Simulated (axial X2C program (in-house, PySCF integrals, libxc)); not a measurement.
## FInF: properties at the nuclei

Calculated with an axial X2C code built on PySCF integrals: two-component X2C with atomic mean-field Coulomb and Gaunt terms, Gaussian nuclei, basis F dyall-av3z, In dyall-v3z with contracted cores.

F–In–F held linear, with bonds 2.001 and 2.001 Å (near the PBE0 minimum at charge 0 of the determinant lowest at the starting distance; the state shown can have its own minimum elsewhere, held linear; other orders of the atoms were not compared).

Input and command:
```json
{"zs": [9, 49, 9], "q": 0, "bas": ["dyall-av3z", "dyall-v3z", "dyall-av3z"], "r0": [2.06, 2.06], "symm": 1, "scan": ["PBE0", "HF", "PBE"], "levels": ["PBE0", "HF", "BHandHLYP"], "nst": 2}
```
```bash
python solin.py task.json out
```

Keys: zs atomic numbers; q charge; bas basis sets; r0 starting distance in Å; symm equal bonds; scan levels of the two-bond scan; levels methods; nst determinants followed.

Determinant lowest in the PBE0 search, Ω = 1/2 (⟨Sz⟩ = 0.50, ⟨Lz⟩ = 0.00 at PBE0), spin on the atoms F 0.06, In 0.38, F 0.06:

```tsv
level	A∥/gI F (MHz)	qzz F (a.u.)	A∥/gI In (MHz)	qzz In (a.u.)
PBE0	278	1.31	6920	-4.66
HF	319	1.08	8010	-5.34
BHandHLYP	301	1.28	7410	-4.90
```

A∥ (defined per Ω) follows by multiplying with gI = μI/(I μN); qzz is the electric field gradient, eQq0 = 234.96 MHz × Q/barn × qzz. The operators were transformed with the bare-nucleus X2C matrices; with these basis sets, hyperfine constants and field gradients can be off by tens of per cent, and where levels differ in sign neither size nor sign is settled.

Problem. With gI(19F) = 5.2577, gI(115In) = 1.2313, Q(115In) = 0.772 barn (g factors from the IAEA table of nuclear moments by Stone; Q from Pyykkö, Mol. Phys. 2018), turn the PBE0 values of the first state into constants in MHz.

Solution. A∥(19F) = 278 × 5.2577 = 1460 MHz; A∥(115In) = 6920 × 1.2313 = 8520 MHz; eQq0(115In) = 234.96 × (0.772) × (-4.66) = -845 MHz.

The molecule was held linear; bending was not examined, so a bent shape may lie lower.

Each state is one determinant with collinear spin. Unrestricted Hartree–Fock can overshoot spin polarisation at the nuclei. The search compared states at one distance, so a state with another bond length can lie lower.
